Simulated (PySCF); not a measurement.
Vertical excitations of a molecule C2H6BNO from PySCF with TDA-PBE/def2-SVPD, as energy in eV (oscillator strength): 5.90 (0.014), 6.71 (0.001), 6.72 (0.035), 7.21 (0.000), 7.27 (0.009), 7.42 (0.020), 7.43 (0.036), 7.52 (0.025), 7.62 (0.005), 7.85 (0.012). Lowest triplet (TDA): 5.76 eV. Coordinates come from a PBE0-D3(BJ)/def2-SVP optimisation. Other conformers were not sampled.

Question: Identify the compound among the candidates.
A) NB1COC1
B) C=CB(N)O
C) NB1CCO1
D) BO.CC#N

Answer: C, NB1CCO1
